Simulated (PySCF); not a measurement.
SMILES [Si](O)([OH+][Si](O)(O)O)(O)O (H7O7Si2 (cation, charge +1)), GFN2-xTB optimised geometry.

```
16

O     -0.90     1.18     0.00
Si    -0.33    -0.31     0.00
O      1.26    -0.31     0.00
O     -1.00    -1.43    -0.91
O     -0.81    -1.01     1.51
Si    -0.53    -0.34     3.09
O     -1.37     1.01     3.15
O     -1.17    -1.57     3.89
O      1.04    -0.04     3.17
H     -1.81     1.43    -0.15
H      1.81     0.45     0.17
H     -0.79    -1.59    -1.83
H     -1.28    -1.85     1.47
H     -1.01     1.89     3.06
H     -1.45    -1.54     4.80
H      1.72    -0.69     3.31
```

Density from CAM-B3LYP/def2-TZVP run with PySCF at that geometry.

Minimum of the electron density along straight lines between bonded atoms, close to the bond critical point (lines longer than 1.1 times the sum of covalent radii, or with two minima, are not listed):

```json
[
 {"bond": "O1–Si2", "length / Å": "1.599", "ρ at the minimum / e bohr⁻³": "0.156", "∇²ρ there / e bohr⁻⁵": "0.98", "position (fraction from the first atom)": "0.59"},
 {"bond": "Si2–O3", "length / Å": "1.591", "ρ at the minimum / e bohr⁻³": "0.159", "∇²ρ there / e bohr⁻⁵": "1.02", "position (fraction from the first atom)": "0.42"},
 {"bond": "Si2–O4", "length / Å": "1.597", "ρ at the minimum / e bohr⁻³": "0.157", "∇²ρ there / e bohr⁻⁵": "0.98", "position (fraction from the first atom)": "0.42"},
 {"bond": "Si2–O5", "length / Å": "1.735", "ρ at the minimum / e bohr⁻³": "0.108", "∇²ρ there / e bohr⁻⁵": "0.57", "position (fraction from the first atom)": "0.41"},
 {"bond": "O5–Si6", "length / Å": "1.734", "ρ at the minimum / e bohr⁻³": "0.108", "∇²ρ there / e bohr⁻⁵": "0.57", "position (fraction from the first atom)": "0.59"},
 {"bond": "Si6–O7", "length / Å": "1.591", "ρ at the minimum / e bohr⁻³": "0.159", "∇²ρ there / e bohr⁻⁵": "1.02", "position (fraction from the first atom)": "0.42"},
 {"bond": "Si6–O8", "length / Å": "1.597", "ρ at the minimum / e bohr⁻³": "0.157", "∇²ρ there / e bohr⁻⁵": "0.98", "position (fraction from the first atom)": "0.42"},
 {"bond": "Si6–O9", "length / Å": "1.599", "ρ at the minimum / e bohr⁻³": "0.156", "∇²ρ there / e bohr⁻⁵": "0.98", "position (fraction from the first atom)": "0.42"},
 {"bond": "O1–H10", "length / Å": "0.956", "ρ at the minimum / e bohr⁻³": "0.353", "∇²ρ there / e bohr⁻⁵": "-2.50", "position (fraction from the first atom)": "0.82"},
 {"bond": "O3–H11", "length / Å": "0.955", "ρ at the minimum / e bohr⁻³": "0.353", "∇²ρ there / e bohr⁻⁵": "-2.50", "position (fraction from the first atom)": "0.82"},
 {"bond": "O4–H12", "length / Å": "0.953", "ρ at the minimum / e bohr⁻³": "0.354", "∇²ρ there / e bohr⁻⁵": "-2.52", "position (fraction from the first atom)": "0.82"},
 {"bond": "O5–H13", "length / Å": "0.964", "ρ at the minimum / e bohr⁻³": "0.342", "∇²ρ there / e bohr⁻⁵": "-2.47", "position (fraction from the first atom)": "0.83"},
 {"bond": "O7–H14", "length / Å": "0.955", "ρ at the minimum / e bohr⁻³": "0.353", "∇²ρ there / e bohr⁻⁵": "-2.50", "position (fraction from the first atom)": "0.82"},
 {"bond": "O8–H15", "length / Å": "0.953", "ρ at the minimum / e bohr⁻³": "0.354", "∇²ρ there / e bohr⁻⁵": "-2.52", "position (fraction from the first atom)": "0.82"},
 {"bond": "O9–H16", "length / Å": "0.956", "ρ at the minimum / e bohr⁻³": "0.353", "∇²ρ there / e bohr⁻⁵": "-2.50", "position (fraction from the first atom)": "0.82"}
]
```
